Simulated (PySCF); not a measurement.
Gas-phase reaction: 2 GeCl₂ + H₂ ⇌ GeHCl₃ + GeHCl, at 800 K and a standard pressure of 1 bar. Level: PBE/def2-SVP.

Energies from PySCF, thermal terms from the rigid-rotor harmonic-oscillator model, ideal gas at 1 bar. All species are closed-shell singlets. Ge: all electrons, no relativistic terms. GeHCl: computed as isolated molecules; such fragments, hydroxides, amides, oligomers or adducts are transient or little studied in the gas. The harmonic model lacks anharmonicity and excited electronic states, which grow with temperature; levels with a mode under 35 cm⁻¹ are left out.

| species | E (Ha) | H(800 K) − E (kJ/mol) | S°(800 K) (J/mol/K) |
|---|---|---|---|
| GeCl₂ | -2996.25226 | 47.1 | 352.2 |
| H₂ | -1.16069 | 48.9 | 159.7 |
| GeHCl₃ | -3456.75177 | 95.8 | 423.0 |
| GeHCl | -2536.90249 | 52.7 | 312.2 |
E: electronic energy; H − E holds the zero-point and thermal terms. 1 Ha = 2625.5 kJ/mol.

Q: Work out ΔH°, ΔS°, ΔG° and log10 K from these numbers.

A: 1. ΔE = 1×(-3456.75177) + 1×(-2536.90249) − 2×(-2996.25226) − 1×(-1.16069) = 0.01095 Ha = 28.7 kJ.
2. Δ(H − E) = 1×(95.8) + 1×(52.7) − 2×(47.1) − 1×(48.9) = 5.4 kJ, so ΔH° = 34.1 kJ.
3. ΔS° = 1×(423.0) + 1×(312.2) − 2×(352.2) − 1×(159.7) = -128.9 J/K; the number of gas molecules changes by -1.
4. ΔG° = ΔH° − TΔS° = 34.1 − 800×(-128.9)/1000 = 137.2 kJ.
5. log10 K = −ΔG°/(RT ln 10) = -8.96, with RT ln 10 = 15.32 kJ/mol; at standard pressures the reactants are favoured.
6. A shift of 10 kJ in ΔE would move log10 K by 0.65 here.
For scale, ΔH°(298 K) is 34 kJ at this level, 18 kJ at ωB97M-V/def2-TZVP†, and runs from -20 to 110 kJ over the 20 levels computed († marks an energy on the PBE0/def2-TZVP geometry).
